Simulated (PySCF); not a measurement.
**Computed structure and properties of [Sm(HCN)]2+**

System: [Sm(HCN)]2+ (singlet in the valence; each metal's 4f electrons, 6 of them, lie in its core potential, out of spins and levels); start: template (C∞v). Method: PySCF 2.14.0, RKS PBE0, Sm lcecp-0-SVP with ECP52, N def2-SVP, C def2-SVP, H def2-SVP; non-relativistic Hamiltonian with scalar-relativistic core potentials where named; density fitting; no spin-orbit coupling.

Input of the relaxation:

```python
mol = gto.M(atom='''
Sm     0.00000     0.00000    -0.50058
N      0.00000     0.00000     2.21692
C      0.00000     0.00000     3.37692
H      0.00000     0.00000     4.44692''',
    basis={'Sm': 'lcecp-0-SVP', 'N': 'def2-SVP', 'C': 'def2-SVP', 'H': 'def2-SVP'},
    ecp={'Sm': 'lcecp-0-SVP'},
    charge=2, spin=0)
mf = dft.RKS(mol, xc='PBE0')
mf.grids.atom_grid = (50, 194)  # f atoms: unpruned, at least (60, 302)
mf = mf.density_fit()  # fitting sets: Sm AutoAux, N def2-universal-JKFIT, C def2-universal-JKFIT, H def2-universal-JKFIT
mf.conv_tol = 1e-08; mf.max_cycle = 55
mf.kernel(dm0)  # dm0: converged density of the start geometry
# quasi-Newton relaxation in Cartesian coordinates to a largest gradient under 0.00045 Eh/bohr, steps kept in the point group
```

Run from Python with OMP_NUM_THREADS=2; the lines above give its settings. Where DIIS fails, smearing, a level shift and second-order steps follow.
It took 7.8 s on 2 threads of Arm Neoverse V1, with other jobs on the host, from the converged density of the start.

Course of the relaxation:

```
step  energy above end (eV)  largest force component within the symmetry (eV/Å)
   0                 0.0907                                               1.886
   1                 0.0508                                               1.596
   2                 0.0151                                               0.677
   3                 0.0015                                               0.421
   4                 0.0000                                               0.025
   5                 0.0000                                               0.002
```

Relaxed geometry (C∞v):

```xyz
4

Sm    0.0000    0.0000   -0.3643
N     0.0000    0.0000    2.1677
C     0.0000    0.0000    3.3213
H     0.0000    0.0000    4.4155
```

| contact | Å |
| --- | --- |
| Sm1–N2 (HCN) | 2.532 |

On the finer grid (75, 302):

```json
{"HOMO": "not given (4f levels lie in the core)", "LUMO": "not given (4f levels lie in the core)", "Dipole about the centre of mass": "2.41 D", "Set of Mulliken populations of Sm1 outside the core potential": "s 2.05, p 6.03, d 0.14, f 0.01", "D3(BJ) dispersion energy (not in the energies)": "-0.091 eV"}
```

| atom | Mulliken (e) | Löwdin (e) | spin (e) |
| --- | --- | --- | --- |
| Sm1 | 1.78 | 1.67 | 0.00 |
| N2 | -0.21 | -0.09 | 0.00 |
| C3 | 0.20 | 0.30 | 0.00 |
| H4 | 0.23 | 0.13 | 0.00 |

The 4f levels lie in the core potential and are missing. Their spin isn't counted.

On the grid (50, 194), as all that follows. Harmonic modes: a minimum; lowest 194 cm⁻¹ (negative: unstable), highest 3354 cm⁻¹, zero-point energy 0.492 eV.

Taking off one HCN (charge 0, singlet; the rest: singlet) in vacuum, both parts rigid, costs 2.40 eV; the small basis without counterpoise inflates it. Parting with an electron moved from the ligand to the metal can be far cheaper, even downhill.

Rigid scan of HCN along the line from its metal:

(distance to N2 (Å), energy (eV)): (2.23, 0.396), (2.33, 0.152), (2.43, 0.033), (2.53, 0.000), (2.63, 0.025), (2.73, 0.088), (2.93, 0.275)

One start shape was tried, so this needn't be the lowest isomer.

An lcecp potential fixes the number of 4f electrons, so in runs with it no electron can move into or out of that shell.
